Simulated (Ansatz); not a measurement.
`[SiH3]C=C=C[SiH3]` + `BO` → `BO[SiH3]` + `C=C=C[SiH3]` at 600 K and 1 bar (ligand exchange at the Si–C bond).

Program: Ansatz. Geometries: PBE0-D4/def2-TZVP. ΔE: electronic, gas phase. CCSD(T)/CBS adds triple-zeta CCSD(T) − MP2 to the extrapolated MP2 energy (def2 sets, frozen cores). This one scheme is used for every species.

```
            species  CCSD(T)/CBS energy (Eh)  H − E (kJ/mol)  S (J/(mol·K))
`[SiH3]C=C=C[SiH3]`               -697.06408           301.4          478.8
               `BO`               -101.80414           119.7          267.1
         `BO[SiH3]`               -392.11480           178.4          358.6
      `C=C=C[SiH3]`               -406.77843           240.6          395.0
```

H − E and S are ideal-gas, rigid-rotor, harmonic terms from PBE0-D4/def2-TZVP, for one conformer and one mirror image of each species. 1 Eh = 2625.50 kJ/mol, R = 8.31446 J/(mol·K).

Q: By hand: ΔE, ΔH, ΔS and ΔG.

A: ΔE = (-392.11480) + (-406.77843) − (-697.06408) − (-101.80414) = -0.02501 Eh = -65.7 kJ/mol. Δ(H − E) = 178.4 + 240.6 − 301.4 − 119.7 = -2.1, so ΔH = -67.8 kJ/mol. ΔS = 358.6 + 395.0 − 478.8 − 267.1 = 7.7 J/(mol·K). ΔG = -67.8 − 600 × (7.7)/1000 = -72.4 kJ/mol.

Q: By hand: the equilibrium constant, and the temperature at which ΔG would vanish if ΔH and ΔS stayed fixed.

A: log₁₀ K = −ΔG/(RT ln 10) = 6.3. ΔH and −TΔS have one sign here, so there is no such temperature.

The number of gas molecules stays the same, so ΔS is small and ΔH decides. A doubt of 5 kJ/mol in ΔE shifts log₁₀ K by 0.4 here. Other conformers and mirror images would add mixing entropy, several J/(mol·K) or more a flexible species. These are equilibria of isolated gas molecules and say nothing of rates. Largest T1 diagnostic: 0.014 (customary marks: 0.02 for closed shells, 0.045 for open ones).

ΔS is within the doubt of such terms, so its sign, and with it that verdict, could turn.
